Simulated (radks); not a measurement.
Excited configurations of Rb3+: one electron is placed in a higher orbital outside [Ar] 3d10 4s2 4p3. The ground configuration is [Ar] 3d10 4s2 4p4. Calculated with a radial shooting solver on a logarithmic mesh with Libxc functionals: Dirac Kohn-Sham, PBE, spin-unpolarised, spherical densities, finite nucleus; open shells are shared between the two j in proportion to 2j + 1; Fermi nuclear charge, rms radius 4.2036 fm. Excitation = E - E(ground); binding = E(ion) - E, where the ion is the core of charge +4; n* = 4/sqrt(2 binding) in atomic units, and the quantum defect is n - n*. Eigenvalue and <r> are those of j = l + 1/2.

outer orbital  excitation (eV)  binding (eV)  quantum defect  <r> (bohr)
4d                      23.622        29.960           1.304       2.148
5p                      31.492        22.090           1.861       3.610
6s                      38.751        14.831           2.169       5.652
7s                      44.163         9.420           2.193       8.861
7f                      48.562         5.020           0.415       15.11

The Delta-SCF ionisation energy is 53.582 eV (NIST Atomic Spectra Database: 52.2 eV, semi-empirical). Self-interaction in the functional shifts the binding energies and quantum defects, so they are the method's values and not measured ones. Spin polarisation and multiplet splitting are left out, so open shells lie too high by an amount that depends on their filling. Sharing an open shell by 2j + 1 raises it above the true ground level by a part of the spin-orbit splitting, which enters the differences from NIST.

Beside tabulated values, note that spin-unpolarised runs miss the spin-polarisation part of the exchange energy of open shells.
